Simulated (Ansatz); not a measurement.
Zr oxide hydroxide: PBE-D4/def2-TZVP single points in Ansatz on relaxed structures, gas phase. Each cluster is the lowest isomer that a short search found in that spin, judged at the geometry's level, and lower ones may exist. Core potentials for Zr, no spin–orbit coupling. A dash marks a value that wasn't run or was left out as unsound. The structures are stationary points that may keep the symmetry of their start. Remarks come from the PBE and PBE0 runs and from stability tests at other levels; not every state was tested. HOMO above LUMO (over both spins in singlets and doublets, within one spin in higher multiplets; at PBE or PBE0), or a gap under 0.15 eV within one spin, warns that the state may not be the lowest or that an electron is smeared out.

```json
{"species": "ZrO3H2", "atoms": "6", "state": "singlet", "geometry": "PBE-D4/def2-TZVP", "HOMO (eV)": "-6.59", "LUMO (eV)": "-3.17", "gap (eV)": "3.41", "vertical IE (eV)": "9.98", "vertical triplet (eV)": "3.65", "point group (within 0.1 Å)": "Cs", "remarks": "gap within one spin near zero at PBE or PBE0 (+1 doublet), gap within one spin near zero at PBE or PBE0 (triplet)"}
{"species": "ZrO4H4 (with an O–O bond)", "atoms": "9", "state": "singlet", "geometry": "PBE-D4/def2-SVP", "HOMO (eV)": "-6.23", "LUMO (eV)": "-2.11", "gap (eV)": "4.12", "vertical IE (eV)": "9.38", "vertical triplet (eV)": "3.96", "point group (within 0.1 Å)": "–", "remarks": "–"}
{"species": "Zr2O5H2", "atoms": "9", "state": "singlet", "geometry": "B3LYP-D4/def2-SVP", "HOMO (eV)": "-5.80", "LUMO (eV)": "-3.83", "gap (eV)": "1.97", "vertical IE (eV)": "8.96", "vertical triplet (eV)": "3.17", "point group (within 0.1 Å)": "Cs", "remarks": "gap within one spin near zero at PBE or PBE0 (+1 doublet), gap within one spin near zero at PBE or PBE0 (triplet)"}
{"species": "Zr2O6H4 (with an O–O bond)", "atoms": "12", "state": "singlet", "geometry": "r2SCAN-D4/def2-SVP", "HOMO (eV)": "-5.84", "LUMO (eV)": "-2.82", "gap (eV)": "3.03", "vertical IE (eV)": "8.77", "vertical triplet (eV)": "3.48", "point group (within 0.1 Å)": "–", "remarks": "gap within one spin near zero at PBE or PBE0 (+1 doublet), gap within one spin near zero at PBE or PBE0 (triplet)"}
{"species": "Zr3O7H2 (with an O–O bond)", "atoms": "12", "state": "singlet", "geometry": "PBE0-D4/def2-SVP", "HOMO (eV)": "-6.44", "LUMO (eV)": "-2.96", "gap (eV)": "3.48", "vertical IE (eV)": "8.88", "vertical triplet (eV)": "3.70", "point group (within 0.1 Å)": "–", "remarks": "gap within one spin near zero at PBE or PBE0 (+1 doublet), gap within one spin near zero at PBE or PBE0 (triplet)"}
{"species": "Zr4O10H4 (with 3 O–O bonds)", "atoms": "18", "state": "singlet", "geometry": "PBE-D4/def2-SVP", "HOMO (eV)": "-6.26", "LUMO (eV)": "-3.11", "gap (eV)": "3.15", "vertical IE (eV)": "–", "vertical triplet (eV)": "–", "point group (within 0.1 Å)": "–", "remarks": "gap within one spin near zero at PBE or PBE0 (+1 doublet), gap within one spin near zero at PBE or PBE0 (triplet)"}
```

The gap (eV) runs from 1.97 (Zr2O5H2) to 4.12 (ZrO4H4 (with an O–O bond)). The vertical IE (eV) runs from 8.77 (Zr2O6H4 (with an O–O bond)) to 9.98 (ZrO3H2). The vertical triplet (eV) runs from 3.17 (Zr2O5H2) to 3.96 (ZrO4H4 (with an O–O bond)).
